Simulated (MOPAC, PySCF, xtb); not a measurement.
Bond stretch in SiN, doublet. Each curve is given relative to its own lowest point near equilibrium.

```json
[
 {"R / Å": "1.27", "A": "192.0", "B": "151.9", "C": "90.1"},
 {"R / Å": "1.32", "A": "115.6", "B": "94.7", "C": "52.6"},
 {"R / Å": "1.39", "A": "48.9", "B": "41.0", "C": "19.5"},
 {"R / Å": "1.46", "A": "14.6", "B": "11.2", "C": "3.7"},
 {"R / Å": "1.51", "A": "3.4", "B": "1.7", "C": "0.0"},
 {"R / Å": "1.56", "A": "0.0", "B": "0.0", "C": "0.6"},
 {"R / Å": "1.59", "A": "0.8", "B": "1.8", "C": "2.5"},
 {"R / Å": "1.65", "A": "7.0", "B": "9.7", "C": "9.0"},
 {"R / Å": "1.73", "A": "22.0", "B": "25.0", "C": "21.2"},
 {"R / Å": "1.81", "A": "41.4", "B": "41.8", "C": "35.8"}
]
```

Energies in mEh.

Q: Match the curves with the methods MOPAC with AM1, unrestricted, heats of formation; xtb 6.7.1 with GFN1-xTB; PySCF with MP2 on UHF/cc-pVDZ, 6 core orbitals frozen.

A: A is GFN1-xTB; B is UMP2; C is AM1.

The scan ran from 1.27 to 6.20 Å; beyond the distances shown one of the unrestricted levels run for this scan, shown here or not, changes its spin distribution in one step. The unrestricted determinant behind UMP2 is spin-contaminated at 1.39 to 1.81 Å (<S²> up to 2.0, against 0.75 for a pure doublet).
